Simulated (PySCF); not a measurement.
**Ionisation energy along the 11-electron series**

Calculated with PySCF 2.14 and a two-component X2C-1e Hamiltonian (Gaussian nucleus, no Breit or QED terms), each ion in its own even-tempered basis scaled to its charge; GMP2 freezes 1s2 and drops the highest virtual spinors. Values in eV. NIST values: (m) measured, (s) semi-empirical, (t) theoretical.

```tsv
ion	configuration	GHF (spin-free)	GMP2 (spin-free)	GHF (screened spin-orbit)	GMP2 (screened spin-orbit)	NIST
Sm⁵¹⁺	[Ne] 3s1	4658.0	4658.7	4657.7	4658.5	4655 ± 4 (t)
Eu⁵²⁺	[Ne] 3s1	4841.1	4841.8	4840.8	4841.5	4838 ± 4 (t)
Gd⁵³⁺	[Ne] 3s1	5028.4	5029.2	5028.1	5028.9	5025 ± 5 (t)
```

Between Z = 62 and Z = 64 the GMP2 (screened spin-orbit) value grows as Z to the power 2.41.
